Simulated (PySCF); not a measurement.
Compound: C5H6F2.
Numbering: `[CH2:1]=[C:2]([F:3])/[C:4]([F:5])=[CH:6]/[CH3:7]` (hydrogens: H8, H9 on C1; H10 on C6; H11, H12, H13 on C7)

Method: PySCF 2.14.0, PBE0-D3(BJ)/def2-SVP geometry optimisation, gas phase; density fitting, grid level 1; the optimiser is geomeTRIC in internal coordinates, started from a GFN2-xTB structure with every atom displaced at random (about 0.01 Å).

The end geometry, which sets the zero of energy:
```
atom  x, y, z in Å
C1     -2.5528   -0.4826   -0.6369
C2     -1.4230    0.2241   -0.5964
F3     -1.3475    1.4365   -1.1500
C4     -0.1724   -0.1993    0.0287
F5     -0.2469   -1.4143    0.5846
C6      0.9584    0.5134    0.0709
C7      2.2185    0.0680    0.7238
H8     -3.4379   -0.0780   -1.1283
H9     -2.5885   -1.4674   -0.1747
H10     0.9245    1.4908   -0.4152
H11     3.0589    0.0810    0.0107
H12     2.4949    0.7483    1.5468
H13     2.1245   -0.9464    1.1329
```

**Question.** These geometries come from the run, each turned onto the end geometry. Order them by energy, lowest first.
A.
```
atom  x, y, z in Å
C1     -2.5513   -0.4860   -0.6261
C2     -1.4234    0.2258   -0.6053
F3     -1.3532    1.4404   -1.1543
C4     -0.1711   -0.1844    0.0214
F5     -0.2696   -1.4155    0.5352
C6      0.9657    0.5227    0.0700
C7      2.2171    0.0686    0.7344
H8     -3.4362   -0.1124   -1.1427
H9     -2.5881   -1.4494   -0.1183
H10     0.9458    1.4951   -0.4275
H11     3.0575    0.0954    0.0203
H12     2.4961    0.7292    1.5719
H13     2.1213   -0.9555    1.1179
```
B.
```
atom  x, y, z in Å
C1     -2.5540   -0.4820   -0.6337
C2     -1.4226    0.2226   -0.5999
F3     -1.3361    1.4231   -1.1775
C4     -0.1740   -0.1978    0.0310
F5     -0.2604   -1.4037    0.6045
C6      0.9572    0.5144    0.0762
C7      2.2207    0.0672    0.7210
H8     -3.4403   -0.0741   -1.1200
H9     -2.5886   -1.4696   -0.1774
H10     0.9212    1.4949   -0.4033
H11     3.0623    0.1014    0.0097
H12     2.4895    0.7340    1.5572
H13     2.1356   -0.9561    1.1092
```
C.
```
atom  x, y, z in Å
C1     -2.5585   -0.4739   -0.6367
C2     -1.4178    0.2156   -0.5994
F3     -1.3434    1.4318   -1.1464
C4     -0.1688   -0.2180    0.0267
F5     -0.2074   -1.4359    0.5829
C6      0.9541    0.5060    0.0664
C7      2.2154    0.0734    0.7274
H8     -3.4365   -0.0574   -1.1324
H9     -2.6142   -1.4502   -0.1620
H10     0.9148    1.4763   -0.4331
H11     3.0599    0.1038    0.0201
H12     2.4788    0.7492    1.5582
H13     2.1342   -0.9465    1.1253
```
D.
```
atom  x, y, z in Å
C1     -2.5280   -0.5037   -0.6324
C2     -1.4268    0.2144   -0.5904
F3     -1.3791    1.4451   -1.1609
C4     -0.1374   -0.1919    0.0311
F5     -0.2365   -1.4363    0.5801
C6      0.9516    0.5208    0.0776
C7      2.2279    0.0640    0.7238
H8     -3.4043   -0.0814   -1.1341
H9     -2.6079   -1.4455   -0.1780
H10     0.9468    1.4922   -0.3686
H11     3.0152    0.0536   -0.0020
H12     2.5078    0.7630    1.5187
H13     2.0811   -0.9200    1.1321
```
E.
```
atom  x, y, z in Å
C1     -2.5573   -0.4756   -0.6336
C2     -1.4197    0.2200   -0.5926
F3     -1.2921    1.3583   -1.2734
C4     -0.1973   -0.1718    0.0931
F5     -0.2660   -1.3543    0.7059
C6      0.9421    0.5404    0.1278
C7      2.2219    0.0602    0.7051
H8     -3.4074   -0.0995   -1.1979
H9     -2.6102   -1.4650   -0.1570
H10     0.8884    1.5443   -0.3037
H11     3.0187    0.1478   -0.0599
H12     2.5412    0.6618    1.5705
H13     2.1482   -0.9923    1.0127
```

**Answer.** B (0.003 eV), C (0.009 eV), A (0.017 eV), E (0.048 eV), D (0.171 eV).

In the order of the answer:

```tsv
step	E above end (eV)	largest force (eV/Å)	rms force component (eV/Å)	rms distance from end (Å)	rms bond change (Å)	bond most changed (Å)
4	0.003	0.08	0.028	0.017	0.000	C7–H11 0.000
3	0.009	0.31	0.074	0.022	0.001	C2–C4 +0.002
2	0.017	0.35	0.096	0.029	0.001	C4=C6 +0.002
1	0.048	0.68	0.195	0.094	0.005	C1–H9 +0.011
0	0.171	3.20	0.898	0.035	0.025	C1–H9 -0.040
```

What follows is the cost of the whole optimisation. Hardware: one thread, Arm Neoverse V1 (aarch64), on a shared host. Cost: 47 s wall, 0.53 GiB resident at most.
